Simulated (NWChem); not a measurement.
# NbCl₅; SMILES [Cl][Nb]([Cl])([Cl])([Cl])[Cl]

All runs: NWChem. The geometry was optimised at PBE-D3(BJ)/def2-SVP. No frequency run checked for a minimum. def2 effective core potentials on Nb; no spin-orbit coupling. Level M06-L/def2-SVP: energy and gradient on several grids; changes count from the extra-fine grid, which is no exact limit either.

```csv
grid,size of the energy change (μHa),largest change of a gradient component (μHa/bohr)
xcoarse,10000,900
coarse,100,200
medium,60,80
fine,< 10,< 30
xfine,< 10,< 30
```
